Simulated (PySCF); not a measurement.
**Two-component Hartree-Fock for F⁺ (fluorine, charge +1)**

Start: [He] 2s2 2p4; 2p1/2 filled at m_j = -1/2, +1/2; 2p3/2 filled at m_j = +1/2, +3/2. Calculated with PySCF 2.14 in x2c-SVPall-2c with one added diffuse shell of s type (4s2p1d, 15 functions): generalised Hartree-Fock with the X2C-1e Hamiltonian and a Gaussian nucleus; one run each with spin-orbit coupling (SO) switched off, then screened by Boettger's factors.

| spinor shell | electrons | ε, spin-free (eV) | ε, screened SO (eV) | weight of nominal j (screened SO) | rms radius, screened SO (bohr) |
| --- | --- | --- | --- | --- | --- |
| 1s1/2 | 2 | -739.26 | -739.26 | 1.000 | 0.204 |
| 2s1/2 | 2 | -59.222 | -59.219 | 1.000 | 1.07 |
| 2p3/2 | 2 | -39.573 | -41.150 | 0.832 | 1.09 |
| 2p1/2 | 2 | -39.573 | -38.001 | 0.670 | 1.12 |

```json
{"quantity": "E (hartree)", "spin-free": "-98.78889", "screened SO": "-98.78965"}
{"quantity": "M_J", "spin-free": "2", "screened SO": "2"}
{"quantity": "⟨J²⟩", "spin-free": "6.006", "screened SO": "6.006"}
{"quantity": "⟨L²⟩", "spin-free": "2.002", "screened SO": "2.002"}
{"quantity": "⟨S²⟩", "spin-free": "2.004", "screened SO": "2.004"}
```

Each row is a mean over spinors that exchange with the open shell spreads, by up to 10.960 eV (2s1/2).

Rows whose weight is well below 1 are mixtures of j = l ± 1/2: exchange outweighs spin-orbit coupling there, and the label is only the starting occupation.

Without spin-orbit coupling the j labels of p, d and f shells carry no meaning; the spin-free column gives the mean over the occupied spinors of each nl shell.
